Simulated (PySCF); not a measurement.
Species: PbMe4, C₄H₁₂Pb.
SMILES: `[CH3][Pb]([CH3])([CH3])[CH3]`

Theory: PBE0-D3(BJ)/def2-SVP geometry optimisation, gas phase, def2 core potentials past Kr in PySCF.

Masses are those of the commonest isotopes; rigid-rotor values at the optimised geometry. 

Problem. Give the principal moments of inertia and the rotational constants in GHz.

Solution. Ia = 224.14, Ib = 224.30, Ic = 224.92 u·Å²; 505379 MHz·u·Å²/I gives 2255, 2253 and 2247 MHz, that is A = 2.2547, B = 2.2532, C = 2.2470 GHz.

Problem. Classify the top.

Solution. A spherical top, as the point group T requires three equal moments; the computed ones differ by 0.34 % because the geometry is symmetric only within the optimiser's tolerance.

The point group T allows no dipole (computed: 0.01 D), so a rigid rotor has no electric-dipole lines.

Problem. Estimate the classical rotational partition function at 10 K, 50 K and 200 K.

Solution. Point group T, symmetry number σ = 12; q = (√π/σ)·√((kT/h)³/(ABC)), k/h = 20836.6 MHz/K: 131 at 10 K, 1470 at 50 K, 11800 at 200 K.

Stationary, but not proved a minimum. No vibrational averaging or centrifugal distortion is included, and the geometry carries the error of its method.
